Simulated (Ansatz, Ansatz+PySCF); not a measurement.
```xyz
3

F     0.0000    0.6426   -1.1358
B     0.0000    0.0000    0.0000
F     0.0000    0.6426    1.1358
```

Basis set: def2-SVP (spherical functions). Left uncorrelated: 3 orbitals. Charge 0, multiplicity 2.

Computed with Ansatz (development build ahead of 0.2.0); each method stands on the lowest determinant of its kind that the runs found.

(1) Give the atomization energy at this shape (free ground-state atoms in the same class of orbitals less the molecule, no zero-point energy) of doublet BF2 by UHF-CCSD(T), UHF-MP2, ROHF, UHF.

Answers

(1)

| method | atomization energy |
| --- | --- |
| UHF-CCSD(T) | 1183.2 kJ/mol |
| UHF-MP2 | 1266.4 kJ/mol |
| ROHF | 987.1 kJ/mol |
| UHF | 962.8 kJ/mol |
